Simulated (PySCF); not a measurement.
FH2InS2. Atoms are numbered in the order given.

```xyz
6

In     0.1876     0.0057     0.0000
F      2.1493    -0.1319     0.0000
S     -0.9552    -2.1126     0.0000
H      0.2217    -2.7851     0.0000
S     -0.7177     2.2324     0.0000
H     -1.9930     1.7742     0.0000
```

Coordinates come from a B3LYP-D3(BJ)/def2-SVP optimisation. The def2 effective core potentials stand for the cores of In; spin–orbit coupling is left out. Other conformers were not sampled.

Computed with r2SCAN/def2-TZVP in PySCF.

Symmetry labels are those of the subgroup Cs that the program uses (full group Cs).

Computed valence orbital energies around the gap with their symmetry:
```
orbital  symmetry  energy (eV)
-------  --------  -----------
HOMO−7         A'       -10.85
HOMO−6         A'       -10.35
HOMO−5         A'        -9.03
HOMO−4         A"        -8.98
HOMO−3         A'        -8.90
HOMO−2         A'        -7.98
HOMO−1         A"        -7.30
HOMO           A"        -6.96
LUMO           A'        -3.05
LUMO+1         A"        -1.76
LUMO+2         A'        -0.58
LUMO+3         A'        -0.41
```
